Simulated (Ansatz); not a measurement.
Two structures of CH5ClZn, closed shell, reached by relaxing down either side of one saddle point (PBE0-D4/def2-TZVP). Energies are electronic, without zero-point energy. Program: Ansatz 0.2.0. Basis: def2-TZVPP and def2-QZVPP. Cores are frozen in the correlated methods. The 3s and 3p shells of Cu and Zn are frozen; filled d shells are correlated. Extrapolation: Hartree–Fock as exp(−7.88 √X), correlation as X^−2.97. First:

Zn1  (-0.345, -0.369, -0.937)
C2  (1.164, -0.792, 0.181)
Cl3  (-1.992, 0.078, -2.180)
H4  (-1.380, 1.880, 1.164)
H5  (-1.828, 1.826, 0.568)
H6  (2.097, -0.630, -0.362)
H7  (1.163, -0.158, 1.069)
H8  (1.122, -1.835, 0.498)
(Å)

Second:

```xyz
8
angstrom
Zn -1.7321 0.7505 -0.8938
C 1.0269 -0.3773 0.6283
Cl -1.3980 -0.5982 -2.4752
H 0.4965 0.4125 1.1624
H -2.0232 1.7444 0.2200
H 1.3478 -0.0197 -0.3502
H 1.9028 -0.6672 1.2083
H 0.3794 -1.2450 0.5001
```

Task: Which bonds change from the first to the second?

Result: CH₃ClZn ([CH3][Zn][Cl]) + H₂ → ZnHCl ([Cl][ZnH]) + CH₄; bonds formed: Zn1–H5, C2–H4; bonds broken: Zn1–C2, H4–H5.

Task: Give the saddle point's structure and its height above each. (An estimate is asked for; the value comes from the calculation.)

Result: The calculation gives: 48.14 kcal/mol above the first and 56.82 kcal/mol above the second (CCSD(T) at an estimated basis limit (MP2 extrapolated from triple and quadruple zeta, plus CCSD(T) − MP2 in triple zeta)).
```
atom    x (Å)    y (Å)    z (Å)
 Zn1  -0.9154   0.2236  -0.7245
  C2   0.8041  -0.3595   0.4013
 Cl3  -1.8366  -0.2941  -2.5425
  H4  -0.2771   0.6837   0.6792
  H5  -1.1720   1.3415   0.6086
  H6   1.6078  -0.1984  -0.3218
  H7   1.1557   0.0334   1.3622
  H8   0.6336  -1.4304   0.5375
```

T1 diagnostic: at most 0.014. The end structure is not quite a true minimum (one mode of 29i cm⁻¹).

Labels in which every atom is bracketed show which atoms are joined, not bond orders.

For scale, one of the runs: CCSD(T)/def2-TZVPP, 207 basis functions, launched by `ansatz run in.yaml --threads 4 --pin off --events-out ev --progress --plain --max-ram 9574MiB`. Hardware: 4 CPU threads of an Intel Xeon, shared host. Wall time 70 s; peak host memory 2.6 GiB.
